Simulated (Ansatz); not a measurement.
Coupled-cluster diagnostics for Si(CCH)2Me2 (C6H8Si), Ansatz.

Geometry of the singlet (PBE0-D4/def2-SVP):

Cartesian coordinates in Å:
```
Si 0.0506 0.0234 0.0296
C -0.8170 -1.5411 0.4706
C -1.3797 -2.5776 0.7714
H -1.8779 -3.4936 1.0364
C -0.8281 0.7628 -1.4113
C -1.3945 1.2688 -2.3624
H -1.9016 1.7100 -3.2025
C 1.8143 -0.3663 -0.4586
H 2.3384 0.5518 -0.7665
H 1.8362 -1.0767 -1.2983
H 2.3573 -0.8131 0.3887
C -0.0365 1.2056 1.4773
H 0.4496 0.7649 2.3615
H -1.0829 1.4301 1.7321
H 0.4718 2.1510 1.2319
```

Correlated methods freeze 11 core orbitals.

Question: Estimate the CCSD(T) correlation energy, the shares of MP2 and (T), T1 and the reference's ⟨S²⟩ for: charge 0, singlet, own geometry in def2-SVP; charge 1, doublet, vertical in def2-SVP; and the rough time on 4 threads of Intel Xeon on a shared host.

Answer: 
| state | basis | correlation (eV) | MP2 share (%) | (T) share (%) | T1 | ⟨S²⟩ (pure) | wall time | remarks |
| --- | --- | --- | --- | --- | --- | --- | --- | --- |
| charge 0, singlet, own geometry | def2-SVP | -26.589 | 90.0 | 3.9 | 0.012 | 0.00 (0.00) | 21 s | – |
| charge 1, doublet, vertical | def2-SVP | -25.600 | 87.9 | 4.0 | 0.058 | 0.76 (0.75) | 80 s | large T1 |
Customary marks for T1 are 0.02 (closed shells), 0.045 (open shells) and about 0.05 (3d metals). T1 exceeds 0.02 in 1 of 2 rows and 0.045 in 1; the higher it lies, the less the single-reference result can be trusted.
